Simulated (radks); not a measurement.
The copper ion Cu2+ inside a hard spherical wall (all orbitals vanish at R), configuration held at [Ar] 3d9 and not refilled when levels cross. Method: non-relativistic Kohn-Sham, LDA (Slater exchange, Perdew-Wang correlation), spin-polarised, spherical densities, point nucleus; open shells are filled with parallel spins first; computed with a radial shooting solver on a logarithmic mesh with Libxc functionals. Eigenvalues in eV for spin up, with the zero of energy where the potential of the charges vanishes at infinity; a dash marks a level that is unbound or too diffuse for the functional's potential to be trusted. A positive occupied level is held by the wall or, in an anion where self-interaction has pushed it up, behind a barrier. The pressure on the wall is -dE/dV.

R (bohr)  E (hartree)  kinetic (hartree)    e(2p)    e(3s)    e(3p)    e(3d)  e(4s, empty)  e(4p, empty)  pressure (GPa)
free      -1636.67975           1634.939  -937.14  -136.59  -97.075  -30.670       -22.262       -15.349               0
15        -1636.67975           1634.939  -937.14  -136.59  -97.075  -30.670       -22.262       -15.349        < 0.0001
10        -1636.67975           1634.939  -937.14  -136.59  -97.075  -30.670       -22.262       -15.348        < 0.0001
7         -1636.67974           1634.939  -937.14  -136.59  -97.074  -30.670       -22.256       -15.305        0.000530
6         -1636.67969           1634.940  -937.13  -136.59  -97.070  -30.666       -22.221       -15.154         0.00981
3.5       -1636.64765           1635.181  -935.92  -135.56  -96.065  -29.658       -18.312        -8.643            15.1
2.5       -1636.28439           1637.127  -928.81  -130.16  -90.748  -23.857         0.906        15.209             389
2         -1635.09517           1642.722  -914.72  -120.45  -80.890  -12.367        39.208        57.673            2750
1.5       -1628.69517           1669.166  -869.58  -89.720  -48.442   24.936        165.73        186.87           29300
